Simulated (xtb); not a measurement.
H₄B₃Cl₃N₃, charge +1, singlet, geometry from GFN2-xTB; GFN2-xTB with ALPB(acetone) (xtb).

The xtb input:
```
$ xtb mol.xyz --gfn 2 --chrg 1 --alpb acetone --json

# file mol.xyz
13

Cl    -1.92497906    -2.50575432    -0.30252180
B     -0.90112912    -1.17278707    -0.14076158
N     -1.39356340     0.18046148    -0.26000621
B     -0.63263027     1.33969800    -0.14230920
Cl    -1.19572753     2.93161321    -0.28629955
N      0.88350606     1.15328901     0.15157545
B      1.43275997    -0.29705545     0.27243464
Cl     3.09171093    -0.46603994     0.57464606
N      0.51108002    -1.32890542     0.12245861
H     -2.38501425     0.27302681    -0.44845800
H      1.42090884     1.64934894    -0.56698538
H      1.11337995     1.66138026     1.01196390
H      0.84149005    -2.28387112     0.19944512
```

The log (banner, timings and long lists left out):

```
   ID    Z sym.   atoms
    1   17 Cl     1, 5, 8
    2    5 B      2, 4, 7
    3    7 N      3, 6, 9
    4    1 H      10-13

           -------------------------------------------------
          |                Calculation Setup                |
           -------------------------------------------------

           -------------------------------------------------
          |                 G F N 2 - x T B                 |
           -------------------------------------------------

      * Solvation model:               ALPB
        Solvent                        acetone
        Parameter file                 internal GFN2-xTB/ALPB
        Dielectric constant                2.0700E+01
        Reference state                gsolv [1 M gas/solution]
        Free energy shift                  5.9241E-03 Eh       3.7175E+00 kcal/mol
        Temperature                        2.9815E+02 K
        Density                            7.9000E-01 kg/L
        Solvent mass                       5.8080E+01 g/mol
        Interaction kernel             P16
        Born radius scaling (c1)           1.8274E+00
        Born radii integrator          GBOBC
        Born offset                        0.0000E+00 a0       0.0000E+00 AA
        H-bond correction              true
        Ion screening                  false
        Surface tension                    1.0000E-05 Eh       1.5569E+01 dyn/cm
        Grid points                               230 per atom

          ...................................................
          :                      SETUP                      :
          :.................................................:
          :  # basis functions                  58          :
          :  # atomic orbitals                  55          :
          :  # shells                           25          :
          :  # electrons                        48          :
          :  max. iterations                   250          :
          :  Hamiltonian                  GFN2-xTB          :
          :  restarted?                      false          :
          :  GBSA solvation                   true          :
          :  PC potential                    false          :
          :  electronic temp.          300.0000000     K    :
          :  accuracy                    1.0000000          :
          :  -> integral cutoff          0.2500000E+02      :
          :  -> integral neglect         0.1000000E-07      :
[...]
         :: total energy             -28.096593699689 Eh    ::
[...]
    10   1 H        0.860     0.262     0.839     1.435
    11   1 H        0.859     0.320     0.658     1.271
    12   1 H        0.859     0.320     0.656     1.269
    13   1 H        0.860     0.262     0.839     1.435

 Mol. C6AA /au·bohr⁶  :       3852.390925
 Mol. C8AA /au·bohr⁸  :     130760.158621
 Mol. α(0) /au        :         97.251213

Wiberg/Mayer (AO) data.
largest (>0.10) Wiberg bond orders for each atom

 ---------------------------------------------------------------------------
     #   Z sym  total        # sym  WBO       # sym  WBO       # sym  WBO
 ---------------------------------------------------------------------------
     1  17 Cl   1.247 --     2 B    1.125
     2   5 B    3.469 --     9 N    1.127     3 N    1.127     1 Cl   1.125
     3   7 N    3.546 --     4 B    1.352     2 B    1.127    10 H    0.902
     4   5 B    3.476 --     3 N    1.352     5 Cl   1.156     6 N    0.883
     5  17 Cl   1.287 --     4 B    1.156
     6   7 N    3.591 --     4 B    0.883     7 B    0.883    11 H    0.857
                            12 H    0.856
     7   5 B    3.476 --     9 N    1.352     8 Cl   1.156     6 N    0.883
     8  17 Cl   1.287 --     7 B    1.156
     9   7 N    3.546 --     7 B    1.352     2 B    1.127    13 H    0.902
    10   1 H    0.931 --     3 N    0.902
    11   1 H    0.897 --     6 N    0.857
    12   1 H    0.896 --     6 N    0.856
    13   1 H    0.931 --     9 N    0.902
 ---------------------------------------------------------------------------

Topologies differ in total number of bonds
Writing topology from bond orders to xtbtopo.mol

molecular dipole:
                 x           y           z       tot (Debye)
 q only:        0.776       1.016       0.148
   full:        0.840       1.098       0.153       3.536
molecular quadrupole (traceless):
                xx          xy          yy          xz          yz          zz
 q only:        0.001       2.494       1.364       0.295       0.512      -1.365
  q+dip:        2.896       0.069       3.272       1.815      -0.085      -6.168
   full:        2.210      -0.217       2.365       1.383      -0.088      -4.575

           -------------------------------------------------
          | TOTAL ENERGY              -28.096593699689 Eh   |
          | GRADIENT NORM               0.024239870704 Eh/α |
          | HOMO-LUMO GAP               4.179337505756 eV   |
           -------------------------------------------------

normal termination of xtb
```
